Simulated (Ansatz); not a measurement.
Species: C2H8NSi (charge 0, doublet). It need not be the lowest isomer of its formula. SMILES: C[Si](C)N
Geometry from a B3LYP-D3(BJ)/def2-TZVP (Ansatz, an electronic-structure program) optimisation:
```xyz
12

C      1.1411    -1.2385     0.5663
Si     0.0289    -0.0867    -0.4296
C     -1.7596    -0.1876     0.1590
N      0.5738     1.5364    -0.1224
H      0.8529    -2.2804     0.4151
H      1.0625    -1.0086     1.6335
H      2.1875    -1.1381     0.2716
H     -2.1661    -1.1865    -0.0087
H     -2.3963     0.5227    -0.3719
H     -1.8172     0.0347     1.2292
H      1.5546     1.7567    -0.2166
H      0.0121     2.3156    -0.4331
```
Charge 0, spin multiplicity 2.

Atomisation energy built up term by term with Ansatz (kcal/mol; UHF references for open shells; valence terms freeze the core; atomic spin-orbit terms are left out). CBS(X,Y): correlation extrapolated as X^-3; Hartree-Fock from the larger set.

```csv
term,basis,kcal/mol
Hartree-Fock,cc-pV(Q+d)Z,765.52
CCSD correlation,"CBS(cc-pV(T+d)Z,cc-pV(Q+d)Z)",251.95
(T),"CBS(cc-pV(T+d)Z,cc-pV(Q+d)Z)",13.67
core correlation,cc-pwCVTZ,3.00
scalar relativity (X2C),cc-pVTZ-DK against cc-pVTZ,-1.28
sum: De,,1032.9
```

(T) makes 1.3 % of the CCSD(T) atomisation energy; under 5 % is typical of single-reference molecules.
